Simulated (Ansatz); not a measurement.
`CBC=[Se]` → B• + 2 C• + 5 H• + Se•  (atomization)

Calculated with Ansatz (gas phase, PBE0-D4/def2-TZVP geometries, no zero-point term in ΔE). CCSD(T)/CBS is the MP2 limit (def2-TZVPP, def2-QZVPP) plus CCSD(T) − MP2 in def2-TZVPP, frozen cores. This one scheme is used for every species, atoms too. Functionals use def2-TZVPP. HSE06 is defined as in plane-wave codes. No spin–orbit coupling; open shells (•) take unrestricted orbitals. Spin–orbit coupling would lower the free atoms: a little for B, C; clearly for Se. For Se outer-core shells are correlated without core-valence functions, so the limit isn't a true one: a few kJ/mol of doubt a bond, and 10 to 20 or more in all where bonds break to atoms. Scalar relativity is left out up to krypton. Each species was taken in one conformer, which may not be the lowest.

Q: What is ΔE at CCSD(T)/CBS? (Estimate.)

A: Computed: +3301.6 kJ/mol.

Q: What do these levels give: BLYP-D4, B97M-V, ωB97X-V, HSE06, SCS-MP2/def2-QZVPP, CCSD/CBS(def2)? (An estimate is asked.)

A: The calculation gave: BLYP-D4 3316.3, B97M-V 3322.7, ωB97X-V 3296.9, HSE06 3322.2, SCS-MP2/def2-QZVPP 3299.3, CCSD/CBS(def2) 3243.3 kJ/mol.

Largest T1 diagnostic among the species: 0.018.

From r2SCAN to r2SCAN0 (25 % exact exchange), in def2-TZVPP and without D4, ΔE moves by −53.3 kJ/mol: exact exchange takes away binding that semilocal exchange gives to molecules. The D4 term adds +28.2 kJ/mol with B3LYP and +14.7 kJ/mol with PBE0; it sums over pairs of atoms, weighted by their polarisabilities, and B3LYP, whose exchange is more repulsive, gets the larger term.

B3LYP here is the variant with VWN-RPA as its local correlation; programs differ in this.

For atomizations the MP2-based limit and the directly extrapolated one differ by several kJ/mol either way, and by 10 to 25 for some Ge, Se and Sn compounds, so smaller differences from it don't rank the levels.
